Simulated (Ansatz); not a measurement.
Consider the ligand exchange at the Al–C bond: `N#[C][AlH2]` + HBr → `[AlH2][Br]` + `C#N`.

Isolated molecules relaxed with PBE0-D4/def2-TZVP in Ansatz; ΔE leaves out vibrations. CCSD(T)/CBS adds triple-zeta CCSD(T) − MP2 to the extrapolated MP2 energy (def2 sets, frozen cores). This one scheme is used for every species. Functionals use def2-TZVPP. For Br outer-core shells are correlated without core-valence functions, which leaves a few kJ/mol of doubt a bond. Scalar relativity is left out up to krypton.

```json
{"species": "`N#[C][AlH2]`", "ωB97M-V energy (Eh)": "-336.46302"}
{"species": "HBr", "ωB97M-V energy (Eh)": "-2574.60884"}
{"species": "`[AlH2][Br]`", "ωB97M-V energy (Eh)": "-2817.67531"}
{"species": "`C#N`", "ωB97M-V energy (Eh)": "-93.43280"}
```

(1) Work out ΔE.

Largest T1 diagnostic among the species: 0.014.

Results:

(1) ΔE = (-2817.67531) + (-93.43280) − (-336.46302) − (-2574.60884) = -0.03625 Eh = -22.7 kcal/mol. CCSD(T)/CBS gives -23.2 kcal/mol.

Leaving LDA and LC-ωPBE aside and taking each functional with its dispersion term where it has one, the values, not all of them listed here, spread over 2.6 kcal/mol, from r2SCAN0-D4 to BLYP-D4. From BLYP to BHLYP (50 % exact exchange), in def2-TZVPP and without D4, ΔE moves by −1.7 kcal/mol.
